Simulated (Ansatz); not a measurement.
The cluster AgPd3, relaxed as a doublet with UKS PBE0-D4/def2-SVP in Ansatz, starting from the GFN1-xTB geometry. Force threshold 0.02 eV/Å.

In the def2 sets Ag, Pd take a core potential; there is no spin–orbit coupling. The structure comes from a short search, and lower isomers may exist.

Start:

```csv
atom,x (Å),y (Å),z (Å)
Pd1,0.777,1.344,0.189
Pd2,1.017,-1.058,-0.544
Pd3,-0.464,-0.478,1.414
Ag4,-1.329,0.193,-1.059
```

(1) Estimate the energy that the relaxation releases and the steps that it takes.

(2) Does the start keep its bonding and symmetry?

(3) Predict the relaxed structure.

Answers

(1) 0.05 eV, in 3 steps; 17 s on 4 threads of Arm Neoverse V1 on a shared host. No frequencies were taken in this run, so the end may be a saddle point.

(2) By distances, no bond broke or formed. The bond that changes most is Pd1–Pd3, from 2.52 to 2.59 Å (atoms count from 1). Point group C3v at the start, C3v at the end, both within 0.05 Å.

(3) 
Cartesian coordinates in Å:
```
Pd 0.782 1.384 0.181
Pd 1.027 -1.084 -0.573
Pd -0.494 -0.489 1.441
Ag -1.315 0.190 -1.049
```
Bond lengths (bridged metal pairs left out): 3 × Pd–Pd 2.59 Å; 3 × Ag–Pd 2.71 Å.
